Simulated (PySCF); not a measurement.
Nonlinear optical response: 3-bromopropyne, C3H3Br

Geometry:
```
atom   x (Å)   y (Å)   z (Å)
  C1   1.641  -0.520   0.320
  C2   0.503  -0.233   0.072
  C3  -0.863   0.094  -0.231
 Br4  -1.295   1.946   0.232
  H5   2.653  -0.768   0.539
  H6  -1.561  -0.521   0.335
  H7  -1.074   0.000  -1.294
```

Computed with quadratic response CAM-B3LYP/aug-cc-pVTZ first hyperpolarisability, Taylor convention, gas phase in PySCF. Geometry: PBE0-D3(BJ)/def2-TZVP.

The calculation is non-relativistic, which matters for the atoms heavier than Zn.

**Question.** Give β for the processes computed.

**Answer.** In au, Taylor convention; the vector part is βᵢ = ⅓ Σⱼ (βᵢⱼⱼ + βⱼᵢⱼ + βⱼⱼᵢ); β∥ is 3/5 of the vector part along the dipole, the dipole points from − to +:
| process | λ (nm) | β vector norm | β∥ | β HRS | depolarisation ratio |
| --- | --- | --- | --- | --- | --- |
| static β(0;0,0) | ∞ | 140.7 | 77.0 | 55.1 | 6.17 |
| second harmonic β(−2ω;ω,ω) | 1907 | 149.5 | 81.5 | 58.7 | 6.11 |
| Pockels β(−ω;ω,0) | 1907 | 143.6 | 78.4 | – | – |
| second harmonic β(−2ω;ω,ω) | 1064 | 172.1 | 93.0 | 67.8 | 5.98 |
| Pockels β(−ω;ω,0) | 1064 | 150.2 | 81.8 | – | – |

**Question.** Which lowest excitations, dipole and polarisabilities go with it?

**Answer.** S1 5.55 eV (f = 0.000); S2 5.69 eV (f = 0.016); S3 5.97 eV (f = 0.001); dipole 1.63 D; isotropic α 58.4 au static, 58.6 au at 1907 nm, 59.1 au at 1064 nm, 59.2 au at 953.5 nm, 61.1 au at 532 nm.
